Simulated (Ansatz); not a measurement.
Correlation energies of C2H4BBrS, SMILES `CB(Br)C=S` by basis set

```
atom    x (Å)    y (Å)    z (Å)
  C1  -0.3693   0.6684  -1.0123
  B2   0.4376   0.1334   0.1962
 Br3   2.0276   1.0391   0.8022
  C4   0.0873  -1.1287   1.0266
  S5  -1.3146  -1.0931   1.8305
  H6   0.0600   0.2246  -1.9212
  H7  -0.3028   1.7507  -1.1293
  H8  -1.4150   0.3587  -0.9657
  H9   0.7893  -1.9531   1.1730
```

Charge 0, multiplicity 1. Correlated methods include outer-core shells of Br, which these sets cover unevenly. Scalar relativity is left out up to krypton. The structure was optimised at the PBE0-D4/def2-TZVP level. It is one conformer, not always the lowest. Frozen core, restricted reference, Ansatz.

```tsv
basis	HF (Eh)	MP2 corr.	CCSD corr.	(T)	CCSD(T) total
def2-SVP	-3072.19968	-0.71138	-0.75323	-0.02553	-3072.97844
def2-TZVPP	-3072.76510	-0.87354	-0.91388	-0.04187	-3073.72085
def2-QZVPP	-3072.82980	-1.23348	–	–	–
```
